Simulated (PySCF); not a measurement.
CH₃BeBrS. Atoms are numbered in the order given.

```xyz
7

Be     0.3174     0.2188     0.0000
Br    -0.0716    -1.7042     0.0000
S      0.6983     2.0743     0.0000
C     -0.9931     2.7855     0.0000
H     -1.5528     2.4976     0.8995
H     -0.8699     3.8765     0.0000
H     -1.5528     2.4976    -0.8995
```
Charge 0, spin multiplicity 1.

Geometry optimised at PBE0-D3(BJ)/def2-SVP. Other conformers were not sampled.

Computed with IEF-PCM-B3LYP/def2-SVP in PySCF.

The values are the electrostatic part of the solvation free energy, E(continuum) − E(gas) at the gas-phase geometry, in a cavity of scaled van der Waals radii (PySCF's table); cavitation and dispersion terms are not included. A continuum can't describe solvent molecules that bind to the metal. In vacuum the orbital gap is 5.79 eV. The dipole moment in vacuum is 1.67 D.

Question: Estimate the values in water (ε = 78.36), dimethylsulfoxide (ε = 46.83), tetrahydrofuran (ε = 7.43). (An estimate is asked for; the answer gives what the named calculation found.)

Answer: 
| solvent | ε | ΔG(elec) (kcal/mol) | dipole (D) | gap (eV) |
|---|---|---|---|---|
| water | 78.36 | -5.2 | 2.06 | 6.07 |
| dimethylsulfoxide | 46.83 | -5.2 | 2.05 | 6.06 |
| tetrahydrofuran | 7.43 | -4.2 | 1.99 | 6.01 |
